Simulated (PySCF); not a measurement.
Diboron tetrachloride, B2Cl4.
SMILES: `ClB(Cl)B(Cl)Cl`

Torsions of this conformer, `[Cl:1][B:2]([Cl:3])[B:4]([Cl:5])[Cl:6]`: Cl1–B2–B4–Cl5 89°.

The closed-shell ground state was solved at several levels (PySCF, density fitting, gas phase, non-relativistic). Isolated species at its PBE0-D3(BJ)/def2-SVP geometry, gas phase. The dipole stays under 0.02 D at every level.

```json
{"level": "PBE0/def2-TZVP", "basis functions": "210", "HOMO (eV)": "-8.51", "LUMO (eV)": "-2.04", "gap (eV)": "6.47"}
{"level": "PBE0/6-31+G*", "basis functions": "124", "HOMO (eV)": "-8.65", "LUMO (eV)": "-2.15", "gap (eV)": "6.50"}
{"level": "wB97X-D/pcSseg-2", "basis functions": "244", "HOMO (eV)": "-10.46", "LUMO (eV)": "-0.29", "gap (eV)": "10.17"}
{"level": "wB97X-D/def2-SVPD", "basis functions": "148", "HOMO (eV)": "-10.53", "LUMO (eV)": "-0.36", "gap (eV)": "10.17"}
{"level": "CAM-B3LYP/def2-SVPD", "basis functions": "148", "HOMO (eV)": "-10.02", "LUMO (eV)": "-1.02", "gap (eV)": "9.00"}
{"level": "LC-wPBE/def2-SVPD", "basis functions": "148", "HOMO (eV)": "-11.38", "LUMO (eV)": "0.04", "gap (eV)": "11.42"}
{"level": "PBE0/aug-cc-pVDZ", "basis functions": "154", "HOMO (eV)": "-8.59", "LUMO (eV)": "-2.12", "gap (eV)": "6.47"}
{"level": "PBE0/aug-cc-pVTZ", "basis functions": "292", "HOMO (eV)": "-8.57", "LUMO (eV)": "-2.11", "gap (eV)": "6.46"}
{"level": "PBE0/pcSseg-1", "basis functions": "130", "HOMO (eV)": "-8.70", "LUMO (eV)": "-2.15", "gap (eV)": "6.55"}
{"level": "PBE0/6-31G*", "basis functions": "100", "HOMO (eV)": "-8.55", "LUMO (eV)": "-2.04", "gap (eV)": "6.51"}
{"level": "PBE0/def2-TZVPD", "basis functions": "258", "HOMO (eV)": "-8.56", "LUMO (eV)": "-2.13", "gap (eV)": "6.43"}
```

**Question.** What might PBE0/def2-SVP (100 basis functions) give for the same quantities?

**Answer.** HOMO -8.34 eV, LUMO -1.76 eV, gap 6.58 eV.

**Question.** Over all these levels, which gives the widest orbital gap and which the narrowest?

**Answer.** LC-wPBE/def2-SVPD (range-separated hybrid) has the widest, 11.42 eV, and PBE0/def2-TZVPD (global hybrid, 25 % exact exchange) the narrowest, 6.43 eV. Functional and basis both differ between the two, so the spread mixes both effects.

**Question.** How much does the basis alone move the frontier levels among the 8 PBE0 rows (the withheld one included)?

**Answer.** The HOMO by 0.36 eV and the LUMO by 0.39 eV. By rising basis size (HOMO, LUMO in eV): 6-31G* -8.55, -2.04; def2-SVP -8.34, -1.76; 6-31+G* -8.65, -2.15; pcSseg-1 -8.70, -2.15; aug-cc-pVDZ -8.59, -2.12; def2-TZVP -8.51, -2.04; def2-TZVPD -8.56, -2.13; aug-cc-pVTZ -8.57, -2.11.
